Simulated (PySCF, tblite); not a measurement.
C₄H₉FSSi₂.
Z-matrix (Å and degrees, GFN2-xTB geometry), rows numbered from 1:
```
C 
S   1  1.8195
Si  2  2.1593  1  100.06
Si  3  2.3464  2  120.39  1    38.58
C   4  1.9045  3   72.92  2  -108.78
F   5  1.3560  4  127.84  3  -179.67
C   5  1.3418  4  108.68  3    -0.05
C   7  1.4870  3  130.74  2   -62.50
H   1  1.0856  2  109.68  3   -63.40
H   1  1.0847  2  106.96  3   177.28
H   1  1.0852  2  109.68  3    57.97
H   3  1.4594  2  100.40  1  -171.31
H   4  1.4677  3  123.98  2    -2.27
H   4  1.4630  3  120.52  2   143.47
H   8  1.0903  7  109.83  3   -65.70
H   8  1.0903  7  110.25  3    52.50
H   8  1.0893  7  111.16  3   173.78
```

Jobs on this species (17 atoms, 86 electrons) with PySCF (density fitting) and tblite. Hardware of each: one thread of an Arm Neoverse V2 (shared host). The host was shared with other jobs, so the times are rough.

Task: Rank these jobs by wall time, shortest first.
A. wB97X-D/def2-SVPD; 8 singlets by full TDDFT, 3 Tamm–Dancoff triplets, polarisability, density and orbital grids written; 250 basis functions
B. PBE0/pcSseg-1; shieldings, ring-centre shieldings, charges and field gradients, density and orbital grids written; 202 basis functions
C. GFN2-xTB; L-BFGS relaxation

Result: C (0.59 s), B (47 s), A (89 s).

All jobs:

```json
{"level and settings": "GFN2-xTB", "work": "L-BFGS relaxation", "basis functions": "–", "SCF cycles": "–", "wall time": "0.59 s"}
{"level and settings": "GFN2-xTB", "work": "Hessian by finite differences", "basis functions": "–", "SCF cycles": "–", "wall time": "0.73 s"}
{"level and settings": "PBE0/pcSseg-1", "work": "shieldings, ring-centre shieldings, charges and field gradients, density and orbital grids written", "basis functions": "202", "SCF cycles": "14", "wall time": "47 s"}
{"level and settings": "wB97X-D/def2-SVPD", "work": "8 singlets by full TDDFT, 3 Tamm–Dancoff triplets, polarisability, density and orbital grids written", "basis functions": "250", "SCF cycles": "14", "wall time": "89 s"}
```

Task: What do all jobs in the table cost together?

Result: About 2.3 min; the longest takes about 65 % of that, and about 150 times as long as the shortest.
